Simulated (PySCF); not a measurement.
# Two-photon absorption: `InChI=1S/C7H6Cl/c8-7-5-3-1-2-4-6-7/h1-6H/q+1`, charge +1

Molfile (atoms numbered from 1):
```
C7H6Cl
     RDKit          3D

 14 14  0  0  0  0  0  0  0  0999 V2000
    2.5037   -1.7389   -0.0785 Cl  0  0  0  0  0  0  0  0  0  0  0  0
    1.0784   -0.8089   -0.0187 C   0  0  0  0  0  0  0  0  0  0  0  0
    1.2492    0.5865    0.0361 C   0  0  0  0  0  0  0  0  0  0  0  0
    0.2768    1.5757    0.0925 C   0  0  0  0  0  0  0  0  0  0  0  0
   -1.1203    1.4549    0.1098 C   0  0  0  0  0  0  0  0  0  0  0  0
   -1.8802    0.2928    0.0738 C   0  0  0  0  0  0  0  0  0  0  0  0
   -1.4294   -1.0337    0.0114 C   0  0  0  0  0  0  0  0  0  0  0  0
   -0.1320   -1.5260   -0.0295 C   0  0  0  0  0  0  0  0  0  0  0  0
    2.2886    0.9273    0.0337 H   0  0  0  0  0  0  0  0  0  0  0  0
    0.6624    2.5994    0.1287 H   0  0  0  0  0  0  0  0  0  0  0  0
   -1.6780    2.3950    0.1578 H   0  0  0  0  0  0  0  0  0  0  0  0
   -2.9660    0.4251    0.0966 H   0  0  0  0  0  0  0  0  0  0  0  0
   -2.2128   -1.7978   -0.0080 H   0  0  0  0  0  0  0  0  0  0  0  0
   -0.0267   -2.6138   -0.0763 H   0  0  0  0  0  0  0  0  0  0  0  0
  1  2  1  0
  2  3  2  0
  3  4  1  0
  4  5  2  0
  5  6  1  0
  6  7  1  0
  7  8  2  0
  8  2  1  0
  3  9  1  0
  4 10  1  0
  5 11  1  0
  6 12  1  0
  7 13  1  0
  8 14  1  0
M  CHG  1   6   1
M  END
```

Method: PySCF, TDDFT CAM-B3LYP/aug-cc-pVDZ excited states, vertical, gas phase. Geometry: PBE0-D3(BJ)/def2-SVP.

Singlets 7 and 8 lie within 0.01 eV of each other, so their separate moments and overlaps can depend on how they mix.

Question: How strongly do the lowest singlets absorb one photon, and two photons of half the energy?

Answer: δ for parallel linear polarisation; σ at the peak of a Lorentzian of half width 0.1 eV, single beam; Ω is circular over linear.
```tsv
state	E (eV)	f	photon λ (nm)	δ (au)	σ (GM)	Ω	main
S1	4.47	0.017	554	17.2	0.13	1.50	HOMO→LUMO+1 0.82, HOMO−1→LUMO 0.17
S2	4.50	0.108	551	122	0.90	0.76	HOMO→LUMO 0.78, HOMO−1→LUMO+1 0.21
S3	5.23	0.000	474	<0.1	0.00	–	HOMO−2→LUMO 0.97
S4	5.57	0.000	445	<0.1	0.00	–	HOMO−2→LUMO+1 0.98
S5	5.72	0.223	433	11.2	0.14	1.50	HOMO−1→LUMO 0.71, HOMO→LUMO+1 0.16
S6	5.87	0.576	423	215	2.71	0.68	HOMO−1→LUMO+1 0.68, HOMO→LUMO 0.20
```

Among these, the strongest one-photon state is S6, the strongest two-photon state S6.
